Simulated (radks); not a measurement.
Tl3+, 78 electrons, occupied as [Xe] 4f14 5d10. Calculated with a radial shooting solver on a logarithmic mesh with Libxc functionals: Dirac Kohn-Sham, PBE, spin-unpolarised, spherical densities, finite nucleus; Fermi nuclear charge, rms radius 5.4759 fm.

Unscreened Slater integrals over Kohn-Sham orbitals (eV). Large and small components are both included.

integral,value
"F0(5d5/2,5d5/2)",18.074
"F2(5d5/2,5d5/2)",9.4353
"F4(5d5/2,5d5/2)",6.2811
"F0(5d5/2,5d3/2)",18.370
"F2(5d5/2,5d3/2)",9.5836
"G2(5d5/2,5d3/2)",9.5688
"G4(5d5/2,5d3/2)",6.3738
"F0(5d5/2,5p3/2)",20.270
"F2(5d5/2,5p3/2)",10.220
"G1(5d5/2,5p3/2)",12.498
"G3(5d5/2,5p3/2)",7.7591
"F0(5d5/2,5p1/2)",20.872
"G3(5d5/2,5p1/2)",7.0985
"F0(5d3/2,5d3/2)",18.684
"F2(5d3/2,5d3/2)",9.7582
"F0(5d3/2,5p3/2)",20.710
"F2(5d3/2,5p3/2)",10.577
"G1(5d3/2,5p3/2)",13.134
"G3(5d3/2,5p3/2)",8.1565
"F0(5d3/2,5p1/2)",21.364
"G1(5d3/2,5p1/2)",12.199
"F0(5p3/2,5p3/2)",23.657
"F2(5p3/2,5p3/2)",12.752
"F0(5p3/2,5p1/2)",24.713
"G2(5p3/2,5p1/2)",12.918
"F0(5p1/2,5p1/2)",25.984
